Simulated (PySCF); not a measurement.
Si(Cl)(Br)(Me)(NH2) (CH₅BrClNSi), SMILES C[Si](N)(Cl)Br. Geometry: PBE-D3(BJ)/def2-SVP. One conformer was computed; it need not be the lowest.

Computed with PBE-D3(BJ)/def2-SVP (PySCF 2.14.0).

Harmonic wavenumbers (cm⁻¹): 119, 146, 152, 193, 208, 217, 276, 382, 464, 527, 698, 735, 781, 857, 877, 1220, 1373, 1377, 1489, 2983, 3086, 3100, 3474, 3570. Rotational constants (GHz): 2.429, 1.203, 1.057; symmetry number 1.

### Question
Work out the zero-point energy and the ideal-gas rigid-rotor harmonic-oscillator thermochemistry at 298.15 K and 1 atm.

### Answer
ZPE = ½ Σ hcν = ½ × 28301 cm⁻¹ = 40.46 kcal/mol. H − E(el) = 46.18 kcal/mol. Entropy in cal/(mol K): translation 41.38, rotation 29.03, vibration 19.88, total 90.29. G − E(el) = 19.26 kcal/mol. Cp = 28.81 cal/(mol K). Modes under 150 cm⁻¹ make the vibrational entropy uncertain.
